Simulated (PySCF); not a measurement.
Dipole response of Tm⁶⁴⁺ (thulium, charge +64)

[He] 2s2 2p1, 2P determinant. All numbers are calculated (PySCF 2.14, scalar relativity by spin-free X2C-1e, in an uncontracted even-tempered set (19 s from 40 bohr⁻², ratio 2.2; 13 p from 52 bohr⁻², ratio 2.2; 5 d from 200 bohr⁻², ratio 2.4; 5 f from 290 bohr⁻², ratio 2.4; 4 g from 440 bohr⁻², ratio 2.4)). Coupled (time-dependent) response in atomic units; α is the mean over directions.

| method | mean α (bohr³) | α xx, yy, zz | C₆ (like pair) | S(−4) |
| --- | --- | --- | --- | --- |
| UHF | 0.0001607 | 0.0001861, 0.0001097, 0.0001861 | 8.860e-07 | 1.017e-07 |
| PBE0 | 0.0001594 | 0.0001848, 0.0001086, 0.0001848 | 8.753e-07 | 1.004e-07 |

S(−4) is the Cauchy moment in α(ω) = α(0) + S(−4) ω² + …

Spin-orbit coupling is absent.

α(iu) at UHF:

```csv
u (hartree),α(iu) (bohr³)
0,0.0001607
5.00,0.0001582
10.0,0.0001511
20.0,0.0001288
30.0,0.0001042
40.0,8.333e-05
50.0,6.732e-05
75.0,4.322e-05
100,3.137e-05
150,2.082e-05
250,1.328e-05
```

A single London oscillator, α(iu) = α/(1 + u²/ω²), gives C₆ = (3/4) ω α². Matching the computed C₆ needs ω = 4 × 8.860e-07 / (3 × 0.0001607²) = 45.7 hartree.

For an ion, C₆ is the dispersion term alone; charge-induced terms of lower order in 1/R come first.

The components differ because the open shell of this determinant is not spherical; for a pure term their mean is the scalar polarisability.

Spin-orbit coupling, absent here, splits the open shell strongly.
